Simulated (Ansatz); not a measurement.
Compare A (`CC([SiH3])CO`) with its isomer B (`COC[SiH2]C`).

Gas-phase electronic energies from Ansatz, PBE0-D4/def2-TZVP geometries. CCSD(T)/CBS adds triple-zeta CCSD(T) − MP2 to the extrapolated MP2 energy (def2 sets, frozen cores). Functionals use def2-TZVPP. B3LYP here is the variant with VWN-RPA as its local correlation; programs differ in this. Each species was taken in one conformer, which may not be the lowest.

Problem. Which isomer does CCSD(T)/CBS put lower? Give the gap. (An estimate is asked.)

Solution. Computed: A, by 5.0 kcal/mol.

Problem. Give E(B) − E(A) in kcal/mol with B3LYP-D4, HF/def2-TZVPP, PBE0-D4, B3LYP, r2SCAN-D4, ωB97M-V, CCSD(T)/def2-TZVPP. (Estimate.)

Solution. Ansatz gave: B3LYP-D4 2.1, HF/def2-TZVPP 3.0, PBE0-D4 3.6, B3LYP 1.6, r2SCAN-D4 2.6, ωB97M-V 3.6, CCSD(T)/def2-TZVPP 4.7. None reverses the order clearly.

Largest T1 diagnostic: 0.011.

In def2-TZVPP, CCSD(T) changes the Hartree–Fock value by +1.8 kcal/mol (the triples alone add +0.0 kcal/mol) and MP2 by +2.8 kcal/mol. From PBE to PBE0 (25 % exact exchange), in def2-TZVPP and without D4, E(B) − E(A) moves by +1.1 kcal/mol.
